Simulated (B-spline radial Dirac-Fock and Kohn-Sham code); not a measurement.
Energy-loss ionisation edge M5 of As

System: the free arsenic atom in the configuration [Ar] 3d10 4s2 4p3. The computed values come from an atomic code on a B-spline grid: the first Born approximation with generalised oscillator strengths from a Dirac-Hartree-Slater potential (longitudinal and transverse terms; continuum final states only, so no white lines or fine structure). The edge is taken at 49.54 eV (orbital energy of the model).

The run's input, task.json:

```json
{"items": [{
  "Z": 33,
  "q": 0,
  "cfg": [[1, 0, 2], [2, 0, 2], [2, 1, 6], [3, 0, 2], [3, 1, 6], [3, 2, 10], [4, 0, 2], [4, 1, 3]],
  "A": 75,
  "rrms": 4.0968,
  "do": "eels",
  "beams": [[60, 10], [60, 50], [60, 100], [80, 20], [80, 50], [80, 100], [100, 50], [100, 100], [120, 5], [200, 5], [200, 20], [200, 100], [300, 50], [300, 100]]
}]}
```

Launch: `python xray2_run.py task.json out`

Partial cross sections σ(β, Δ) in barn, integrated over a window Δ above the edge and up to the collection semi-angle β, for parallel illumination:

```tsv
E₀ (kV)	β (mrad)	Δ = 25 eV	Δ = 50 eV	Δ = 100 eV	Δ = 200 eV	Δ = 300 eV
60	10	35000	92300	180000	246000	262000
60	50	49300	125000	253000	368000	405000
60	100	49700	126000	255000	374000	416000
80	20	36600	94800	190000	269000	291000
80	50	40200	103000	208000	303000	336000
80	100	?	?	?	?	?
100	50	34600	88600	180000	263000	291000
100	100	34700	88900	180000	264000	294000
120	5	20100	53400	104000	142000	151000
200	5	16800	45000	89400	123000	132000
200	20	22600	58400	119000	172000	188000
200	100	23100	59500	121000	178000	198000
300	50	19200	49800	102000	149000	166000
300	100	19200	49800	102000	149000	166000
```

Question: Give the row for 80 kV and 100 mrad.

Answer: 40400 b for 25 eV, 103000 b for 50 eV, 209000 b for 100 eV, 306000 b for 200 eV, 340000 b for 300 eV.
